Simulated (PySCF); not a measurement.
C₂H₈O₂Si, SMILES C[Si@H](O)CO.

Geometry optimised at PBE-D3(BJ)/def2-SVP. The structure was generated by enumeration; whether it is a known compound was not checked. One conformer was computed; it need not be the lowest.

These are PBE-D3(BJ)/def2-SVP in PySCF values and carry that method's errors.

Frequencies are harmonic and unscaled.

Q: Estimate the vibrational spectrum. (An estimate is asked for; the answer gives what the named calculation found.)

A: 
```json
[
 {"mode": "1", "ν (cm⁻¹)": "100", "IR (km/mol)": "3.6", "moving atoms (share of kinetic energy)": "O 38 %, H 29 %, C 26 %"},
 {"mode": "2", "ν (cm⁻¹)": "139", "IR (km/mol)": "2.7", "moving atoms (share of kinetic energy)": "H 50 %, O 27 %, C 13 %, Si 10 %"},
 {"mode": "3", "ν (cm⁻¹)": "145", "IR (km/mol)": "0.6", "moving atoms (share of kinetic energy)": "H 69 %, O 18 %, C 9 %"},
 {"mode": "4", "ν (cm⁻¹)": "205", "IR (km/mol)": "73.2", "moving atoms (share of kinetic energy)": "H 72 %, O 19 %"},
 {"mode": "5", "ν (cm⁻¹)": "223", "IR (km/mol)": "2.5", "moving atoms (share of kinetic energy)": "O 46 %, H 34 %, C 16 %"},
 {"mode": "6", "ν (cm⁻¹)": "267", "IR (km/mol)": "14.7", "moving atoms (share of kinetic energy)": "H 36 %, Si 26 %, O 22 %, C 15 %"},
 {"mode": "7", "ν (cm⁻¹)": "353", "IR (km/mol)": "10.2", "moving atoms (share of kinetic energy)": "O 32 %, H 32 %, C 20 %, Si 16 %"},
 {"mode": "8", "ν (cm⁻¹)": "501", "IR (km/mol)": "113.6", "moving atoms (share of kinetic energy)": "H 90 %"},
 {"mode": "9", "ν (cm⁻¹)": "601", "IR (km/mol)": "19.9", "moving atoms (share of kinetic energy)": "H 71 %, C 22 %"},
 {"mode": "10", "ν (cm⁻¹)": "641", "IR (km/mol)": "34.6", "moving atoms (share of kinetic energy)": "H 54 %, C 34 %, O 9 %"},
 {"mode": "11", "ν (cm⁻¹)": "665", "IR (km/mol)": "9.3", "moving atoms (share of kinetic energy)": "H 53 %, C 31 %, Si 11 %"},
 {"mode": "12", "ν (cm⁻¹)": "718", "IR (km/mol)": "78.5", "moving atoms (share of kinetic energy)": "H 58 %, Si 20 %, C 18 %"},
 {"mode": "13", "ν (cm⁻¹)": "757", "IR (km/mol)": "35.6", "moving atoms (share of kinetic energy)": "H 63 %, C 26 %, Si 9 %"},
 {"mode": "14", "ν (cm⁻¹)": "797", "IR (km/mol)": "64.0", "moving atoms (share of kinetic energy)": "O 47 %, H 26 %, Si 22 %"},
 {"mode": "15", "ν (cm⁻¹)": "825", "IR (km/mol)": "109.9", "moving atoms (share of kinetic energy)": "H 66 %, C 17 %, Si 10 %"},
 {"mode": "16", "ν (cm⁻¹)": "867", "IR (km/mol)": "161.1", "moving atoms (share of kinetic energy)": "H 73 %, Si 13 %, C 12 %"},
 {"mode": "17", "ν (cm⁻¹)": "913", "IR (km/mol)": "69.8", "moving atoms (share of kinetic energy)": "H 62 %, Si 24 %, O 8 %"},
 {"mode": "18", "ν (cm⁻¹)": "1042", "IR (km/mol)": "85.4", "moving atoms (share of kinetic energy)": "O 46 %, C 41 %, H 13 %"},
 {"mode": "19", "ν (cm⁻¹)": "1142", "IR (km/mol)": "24.4", "moving atoms (share of kinetic energy)": "H 88 %, C 11 %"},
 {"mode": "20", "ν (cm⁻¹)": "1217", "IR (km/mol)": "28.1", "moving atoms (share of kinetic energy)": "H 78 %, C 22 %"},
 {"mode": "21", "ν (cm⁻¹)": "1230", "IR (km/mol)": "3.8", "moving atoms (share of kinetic energy)": "H 78 %, C 20 %"},
 {"mode": "22", "ν (cm⁻¹)": "1367", "IR (km/mol)": "54.4", "moving atoms (share of kinetic energy)": "H 82 %, C 12 %"},
 {"mode": "23", "ν (cm⁻¹)": "1378", "IR (km/mol)": "2.4", "moving atoms (share of kinetic energy)": "H 96 %"},
 {"mode": "24", "ν (cm⁻¹)": "1382", "IR (km/mol)": "4.0", "moving atoms (share of kinetic energy)": "H 96 %"},
 {"mode": "25", "ν (cm⁻¹)": "1410", "IR (km/mol)": "19.4", "moving atoms (share of kinetic energy)": "H 95 %"},
 {"mode": "26", "ν (cm⁻¹)": "2134", "IR (km/mol)": "151.4", "moving atoms (share of kinetic energy)": "H 97 %"},
 {"mode": "27", "ν (cm⁻¹)": "2867", "IR (km/mol)": "57.6", "moving atoms (share of kinetic energy)": "H 94 %"},
 {"mode": "28", "ν (cm⁻¹)": "2971", "IR (km/mol)": "1.8", "moving atoms (share of kinetic energy)": "H 97 %"},
 {"mode": "29", "ν (cm⁻¹)": "3002", "IR (km/mol)": "17.2", "moving atoms (share of kinetic energy)": "H 92 %, C 8 %"},
 {"mode": "30", "ν (cm⁻¹)": "3068", "IR (km/mol)": "3.9", "moving atoms (share of kinetic energy)": "H 91 %, C 9 %"},
 {"mode": "31", "ν (cm⁻¹)": "3077", "IR (km/mol)": "3.4", "moving atoms (share of kinetic energy)": "H 91 %, C 9 %"},
 {"mode": "32", "ν (cm⁻¹)": "3618", "IR (km/mol)": "52.4", "moving atoms (share of kinetic energy)": "H 94 %"},
 {"mode": "33", "ν (cm⁻¹)": "3783", "IR (km/mol)": "82.4", "moving atoms (share of kinetic energy)": "H 94 %"}
]
```
